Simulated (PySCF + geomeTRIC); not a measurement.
Species: [Ta(OH)(CH3)4] (charge 0, multiplicity 1).

### Question
Give a relaxed geometry from TPSS-D3(BJ)/def2-SVP in PySCF + geomeTRIC.

### Answer
This is not unique; one that fits is the end point of this relaxation, one of several conformers.
Z-matrix (Å, degrees):
```
Ta
O 1 1.9087
H 2 0.9692 1 142.57
C 1 2.1948 2 110.51 3 -179.52
H 4 1.1064 1 112.13 2 -179.61
H 4 1.1074 5 108.20 1 121.76
H 4 1.1076 5 108.18 6 116.74
C 1 2.1989 2 117.58 3 0.40
H 8 1.1066 1 113.27 2 -179.96
H 8 1.1086 9 107.67 1 -122.17
H 8 1.1088 9 107.61 10 -115.99
C 1 2.2051 2 111.75 3 91.72
H 12 1.1061 1 114.56 2 178.24
H 12 1.1085 13 107.99 1 122.90
H 12 1.1097 13 107.71 14 115.65
C 1 2.2053 2 111.62 3 -90.86
H 16 1.1061 1 114.59 2 -176.71
H 16 1.1087 17 107.96 1 -122.53
H 16 1.1095 17 107.75 18 -115.67
```
